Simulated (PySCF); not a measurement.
**How the method changes the constants of As₂⁺**

State: ²Πu (doublet), unpaired electrons π ↑. Set-up: basis As cc-pVDZ-PP with ECP10; scalar-relativistic core potentials; PySCF 2.14. De refers to As⁺ + As in their high-spin ground configurations, without counterpoise correction. The functionals are run spin-unrestricted.

```
      Level  Re (Å)  ωe (cm⁻¹)  De (eV)
        UHF   2.144        455     1.20
    UHF-MP2   2.241        345     3.40
UHF-SCS-MP2   2.234        354     3.28
   UHF-CCSD   2.213        387     3.11
UHF-CCSD(T)   2.233        367     3.38
        PBE   2.231        371     4.47
     PBEsol   2.216        379     4.73
     r²SCAN   2.199        392     4.16
       PBE0   2.191        403     3.96
        M06   2.198        397     4.29
      HSE06   2.195        400     4.10
       MN15   2.194        405     3.70
```

The bond length runs from 2.144 Å (UHF) to 2.241 Å (UHF-MP2). De spans 1.20 eV (UHF, mean field) to 4.73 eV (PBEsol, GGA). Correlation at CCSD(T) changes the Hartree–Fock bond energy by +2.18 eV; the triples alone change it by +0.27 eV.

Correlated steps freeze 8 core orbitals. Correlated levels converge slowly with the basis: in double zeta they bind strong bonds too weakly, by up to about 1 eV, and carry superposition errors of some tenths. Spin–orbit coupling is left out. The state was picked by a PBE0 search and need not be the measured ground state.
